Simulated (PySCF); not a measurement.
Isomers of C6H10S.

All values: PBE0/pcSseg-1 (PySCF) at GFN2-xTB geometries, gas phase, one conformer each.

Question: Rank by LUMO energy, highest first.
A. `[CH2:1]=[CH:2][CH2:3][C:4](=[CH2:5])[S:6][CH3:7]` with C1–C2–C3–C4 -115°, C2–C3–C4–C5 -95°, C3–C4–S6–C7 -174°
B. `[CH2:1]=[C:2]([S:3][CH3:4])[CH:5]1[CH2:6][CH2:7]1` with C1–C2–S3–C4 -3°, C1–C2–C5–C6 36°
C. `[CH2:1]=[CH:2]/[C:3]([CH3:4])=[CH:5]\[S:6][CH3:7]` with C1–C2–C3–C4 0°, C3–C5–S6–C7 180°
D. `[CH2:1]=[C:2]([CH3:3])[CH2:4][C:5]([CH3:6])=[S:7]` with C1–C2–C4–C5 106°, C2–C4–C5–C6 -63°

Answer: B (0.35 eV), A (-0.02 eV), C (-0.76 eV), D (-2.00 eV).

Question: Rank by dipole moment, highest first.
A. `[CH2:1]=[CH:2]/[C:3]([CH3:4])=[CH:5]\[S:6][CH3:7]` with C1–C2–C3–C4 0°, C3–C5–S6–C7 180°
B. `[CH2:1]=[C:2]([S:3][CH3:4])[CH:5]1[CH2:6][CH2:7]1` with C1–C2–S3–C4 -3°, C1–C2–C5–C6 36°
C. `[CH2:1]=[C:2]([CH3:3])[CH2:4][C:5]([CH3:6])=[S:7]` with C1–C2–C4–C5 106°, C2–C4–C5–C6 -63°
D. `[CH2:1]=[CH:2][CH2:3][C:4](=[CH2:5])[S:6][CH3:7]` with C1–C2–C3–C4 -115°, C2–C3–C4–C5 -95°, C3–C4–S6–C7 -174°

Answer: C (2.51 D), A (1.80 D), D (1.09 D), B (0.75 D).

All values together:

```csv
SMILES,μ (D),HOMO (eV),LUMO (eV),lowest IAO charge (e),highest IAO charge (e),lowest Hirshfeld charge (e),highest Hirshfeld charge (e)
C=C(C)CC(C)=S,2.51,-6.28,-2.00,-0.436 (C),+0.169 (H),-0.124 (C/S),+0.066 (C)
C=C(SC)C1CC1,0.75,-6.07,0.35,-0.509 (C),+0.172 (H),-0.146 (C),+0.056 (H)
C=CCC(=C)SC,1.09,-6.17,-0.02,-0.508 (C),+0.172 (H),-0.138 (C),+0.056 (H)
C=C/C(C)=C\SC,1.80,-5.74,-0.76,-0.503 (C),+0.171 (H),-0.117 (C),+0.055 (H)
```

Conformers: `[CH2:1]=[C:2]([CH3:3])[CH2:4][C:5]([CH3:6])=[S:7]` with C1–C2–C4–C5 106°, C2–C4–C5–C6 -63°; `[CH2:1]=[C:2]([S:3][CH3:4])[CH:5]1[CH2:6][CH2:7]1` with C1–C2–S3–C4 -3°, C1–C2–C5–C6 36°; `[CH2:1]=[CH:2][CH2:3][C:4](=[CH2:5])[S:6][CH3:7]` with C1–C2–C3–C4 -115°, C2–C3–C4–C5 -95°, C3–C4–S6–C7 -174°; `[CH2:1]=[CH:2]/[C:3]([CH3:4])=[CH:5]\[S:6][CH3:7]` with C1–C2–C3–C4 0°, C3–C5–S6–C7 180°.
